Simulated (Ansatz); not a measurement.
`OB(Cl)C[SiH3]`, relaxed with RKS PBE-D4/def2-SVP in the Gaussian-basis code of Ansatz from a rough embedded geometry. The force threshold is 0.03 eV/Å; the program also tests the step.

Total charge 0; spin multiplicity 1.

Start:

```xyz
11

O     1.438    0.285   -1.589
B     1.161   -0.535   -0.468
Cl    1.794   -2.234   -0.478
C     0.406   -0.055    0.801
Si   -1.365    0.467    0.403
H     0.615    0.191   -2.226
H     0.403   -0.783    1.602
H     0.929    0.879    1.177
H    -1.328    1.520   -0.679
H    -2.037   -0.718   -0.127
H    -2.015    0.982    1.583
```

```tsv
step	energy (eV)	largest force (eV/Å)	largest move (Å)
1	-24237.3902	2.292	0.000
2	-24237.5929	1.048	0.076
3	-24237.6144	0.716	0.153
4	-24237.6597	0.480	0.164
5	-24237.6767	0.295	0.048
6	-24237.7608	1.379	0.196
7	-24237.8437	2.842	0.195
8	-24238.0244	1.331	0.199
9	-24238.1443	0.621	0.199
10	-24238.1840	0.374	0.199
11 (rejected)	-24238.1606	0.617	0.115
12	-24238.2000	0.168	0.056
13 (rejected)	-24238.1992	0.389	0.100
14	-24238.2038	0.037	0.049
15	-24238.2053	0.023	0.050
16	-24238.2059	0.029	0.048
```

End:

```xyz
11

O     1.619    0.413   -1.489
B     1.048   -0.433   -0.590
Cl    0.981   -2.187   -0.974
C     0.414    0.116    0.727
Si   -1.466    0.355    0.547
H     1.943   -0.053   -2.282
H     0.560   -0.584    1.575
H     0.849    1.103    0.991
H    -1.766    1.310   -0.577
H    -2.137   -0.959    0.252
H    -2.046    0.917    1.819
```

Hardware: 4 threads of a server CPU on a shared host. Wall time 22 s, peak host memory 0.18 GiB.
